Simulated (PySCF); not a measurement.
Species: C4H7B.
Geometry (PBE0-D3(BJ)/def2-SVP, Å), atoms numbered from 1 in this order:
```xyz
12
C4H7B angstrom
B     -1.1065    1.1909    1.0385
C     -0.9299   -0.1666    0.3516
C      0.2221   -1.0959    0.7859
C      0.4145   -0.1697   -0.3040
C      1.1713    0.3633   -1.2493
H     -2.0433    1.9097    0.7745
H     -0.2556    1.5779    1.8080
H     -1.7386   -0.6223   -0.2309
H      0.1078   -2.1568    0.5409
H      0.6962   -0.8966    1.7532
H      0.7903    1.1466   -1.9096
H      2.1991    0.0212   -1.4010
```

Jobs on this species (12 atoms, 36 electrons) with PySCF (density fitting). Hardware of each: an Arm Neoverse V2 with one thread, no GPU, on a shared host. Times come from a shared host and carry two figures at best. Peak memory is the resident size of the whole Python process, interpreter and libraries included.

```
                                                                 level and settings                                                          work  basis functions  SCF cycles  wall time  peak memory
                                                 PBE0-D3(BJ)/def2-SVP, grid level 1  geometry optimisation from a GFN2-xTB start shaken at random              105           ?          ?            ?
    delta-SCF UKS SCAN, pcX-1 on the ionised atom, pcseg-1 elsewhere, spin-free X2C                                 ΔSCF core ionisation, 5 holes              115           ?          ?            ?
     delta-SCF UKS PBE, pcX-2 on the ionised atom, pcseg-1 elsewhere, spin-free X2C                                 ΔSCF core ionisation, 5 holes              136          86       14 s     0.52 GiB
delta-SCF UKS SCAN, def2-TZVP on the ionised atom, pcseg-1 elsewhere, spin-free X2C                                 ΔSCF core ionisation, 5 holes              122          96       23 s     0.52 GiB
   delta-SCF UKS B3LYP, pcX-2 on the ionised atom, pcseg-1 elsewhere, spin-free X2C                                 ΔSCF core ionisation, 5 holes              136          78       22 s     0.52 GiB
 delta-SCF UKS SCAN, pcX-2 on the ionised atom, pcseg-1 elsewhere, non-relativistic                                 ΔSCF core ionisation, 5 holes              136          97       24 s     0.52 GiB
      delta-SCF UKS HF, pcX-2 on the ionised atom, pcseg-1 elsewhere, spin-free X2C                                 ΔSCF core ionisation, 5 holes              136          96       12 s     0.52 GiB
    delta-SCF UKS SCAN, pcX-2 on the ionised atom, pcseg-1 elsewhere, spin-free X2C                                 ΔSCF core ionisation, 5 holes              136          97       25 s     0.47 GiB
    delta-SCF UKS PBE0, pcX-2 on the ionised atom, pcseg-1 elsewhere, spin-free X2C                                 ΔSCF core ionisation, 5 holes              136          78       21 s     0.52 GiB
```

Problem. Fill in the missing figures.

Solution. 
- PBE0-D3(BJ)/def2-SVP, grid level 1; geometry optimisation from a GFN2-xTB start shaken at random: 29 s, 0.44 GiB, 71 SCF cycles
- delta-SCF UKS SCAN, pcX-1 on the ionised atom, pcseg-1 elsewhere, spin-free X2C; ΔSCF core ionisation, 5 holes: 20 s, 0.52 GiB, 97 SCF cycles

Problem. What do all jobs in the table cost together?

Solution. About 3.2 min; the longest takes about 15 % of that, and about 2.4 times as long as the shortest.
